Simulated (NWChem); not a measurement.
CH2F2OSi; SMILES O=C[SiH](F)F

```xyz
7

O      0.2253    -2.2903     0.0000
C     -0.4844    -1.2999     0.0000
Si     0.3263     0.4536     0.0000
F     -0.1905     1.2716     1.3118
F     -0.1905     1.2716    -1.3118
H     -1.6180    -1.3934     0.0000
H      1.8147     0.3746     0.0000
```
Atoms are numbered in this order, from 1.

Level: PBE-D3(BJ)/def2-SVP (NWChem), optimised geometry, unscaled harmonic frequencies. 

List the harmonic frequencies with IR intensities, and the thermochemistry.


| frequency (cm⁻¹) | IR intensity (km/mol) |
|---|---|
| 16 | 9.8 |
| 171 | 0.0 |
| 183 | 34.4 |
| 260 | 8.2 |
| 369 | 13.7 |
| 702 | 18.1 |
| 766 | 65.6 |
| 772 | 11.6 |
| 834 | 0.0 |
| 859 | 180.5 |
| 952 | 190.9 |
| 1340 | 14.7 |
| 1735 | 68.2 |
| 2241 | 107.9 |
| 2738 | 127.3 |

zero-point energy: 19.9 kcal/mol
thermal correction to the enthalpy at 298.15 K (with zero-point energy): 24.4 kcal/mol
heat capacity Cv: 18.9 cal/(mol K)
entropy at 298.15 K and 1 atm (symmetry number 1): 81.9 cal/(mol K)
dipole moment: 0.33 D

Rigid rotor and harmonic oscillator; modes under 100 cm⁻¹ make the entropy uncertain.
